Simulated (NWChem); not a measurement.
A series in which one site is exchanged, each optimised at PBE0/def2-SVP with NWChem, gas phase unless a solvent is named. This build's default masses of Se (78.918 u) and Br (79.917 u) are each other's, which moves their modes by up to 0.6 %. For some, no frequency run checked for a minimum. def2 effective core potentials on In; no spin-orbit coupling.

A: [Br][InH2] (InH₂Br; site = In)
B: BBr (BH$_{2}$Br; site = B)
C: [Br][AlH2] (AlH₂Br; site = Al)
D: [Br][GaH2] (GaH$_{2}$Br; site = Ga)

Values for A:

```
Property                                              Result
----------------------------------------------------  ------
dipole (D), PBE0/def2-SVP                               2.69
orbital gap (eV), PBE0/def2-SVP                         5.71
vertical ionisation energy, ΔSCF, PBE/def2-SVP (eV)     9.71
vertical ionisation energy, ΔSCF, PBE0/def2-SVP (eV)   10.01
lowest singlet excitation, PBE0/def2-SVPD, TDA (eV)     4.51
```

How do these values change for the other members?


| change from A | B | C | D |
|---|---|---|---|
| dipole (D), PBE0/def2-SVP | -2.26 | -1.48 | -0.92 |
| orbital gap (eV), PBE0/def2-SVP | +0.48 | +0.76 | +0.40 |
| vertical ionisation energy, ΔSCF, PBE/def2-SVP (eV) | +0.82 | +0.44 | +0.32 |
| vertical ionisation energy, ΔSCF, PBE0/def2-SVP (eV) | +0.76 | +0.50 | +0.34 |
| lowest singlet excitation, PBE0/def2-SVPD, TDA (eV) | -0.02 | +0.57 | +0.25 |
